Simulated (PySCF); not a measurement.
C₃H₉BO₂, SMILES COCB(C)O. The structure is a stationary point at r2SCAN-D4/def2-SVP. This is a generated structure with no PubChem entry under its InChIKey; it may be hypothetical. The values are those of a single conformer.

Computed equilibrium geometry at r2SCAN-D4/def2-SVP (PySCF confirms it by a frequency run) as bond lengths and angles (one conformer of several):
Atoms: C1 O2 C3 B4 C5 O6 H7 H8 H9 H10 H11 H12 H13 H14 H15. Bond lengths (Å): C1–O2 1.397, C1–H7 1.111, C1–H8 1.100, C1–H9 1.111, O2–C3 1.403, C3–B4 1.579, C3–H10 1.119, C3–H11 1.118, B4–C5 1.580, B4–O6 1.357, C5–H12 1.102, C5–H13 1.103, C5–H14 1.106, O6–H15 0.966. Angles (°): O2–C1–H7 112.0, O2–C1–H8 108.1, O2–C1–H9 112.1, H7–C1–H8 108.6, H7–C1–H9 107.5, H8–C1–H9 108.5, C1–O2–C3 112.9, O2–C3–B4 113.6, O2–C3–H10 111.2, O2–C3–H11 111.4, B4–C3–H10 107.4, B4–C3–H11 109.0, H10–C3–H11 103.7, C3–B4–C5 119.8, C3–B4–O6 117.8, C5–B4–O6 122.4, B4–C5–H12 113.1, B4–C5–H13 113.7, B4–C5–H14 108.6, H12–C5–H13 108.2, H12–C5–H14 106.1, H13–C5–H14 106.7, B4–O6–H15 112.6.
